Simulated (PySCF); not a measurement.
# UHF on Cl²⁺ (chlorine, charge +2)

Configuration: [Ne] 3s2 3p3, high-spin 4S determinant. Calculation: PySCF 2.14, in cc-pVDZ-DK (4s3p1d, 18 functions); the spin-free X2C one-electron Hamiltonian (Gaussian nucleus).

```json
{
  "Total energy": "-459.616737 hartree",
  "One-electron energy": "-620.5851 hartree",
  "Hartree (Coulomb) energy": "188.0234 hartree",
  "Exchange energy": "-27.0550 hartree",
  "⟨S²⟩": "3.7508",
  "⟨L²⟩": "0.000",
  "Sum of ⟨r⟩": "11.21 bohr",
  "Sum of ⟨r²⟩": "15.61 bohr²",
  "Langevin diamagnetic susceptibility": "-12.4 ×10⁻⁶ cm³/mol",
  "Time after the integrals": "0.03 s of wall time on 1 thread of Neoverse-V2 (shared host)"
}
```

```tsv
shell	electrons	mean orbital energy (eV)	rms radius, mean of both spins (bohr)
1s α	1	-2893.0	0.105
1s β	1	-2891.9	0.105
2s α	1	-318.51	0.478
2s β	1	-317.36	0.478
2p α	3	-248.08	0.451
2p β	3	-246.07	0.451
3s α	1	-57.708	1.57
3s β	1	-46.746	1.57
3p α	3	-39.658	1.73
```

Densities and radii are taken from the X2C orbitals without a picture-change correction, which distorts them close to the nucleus.
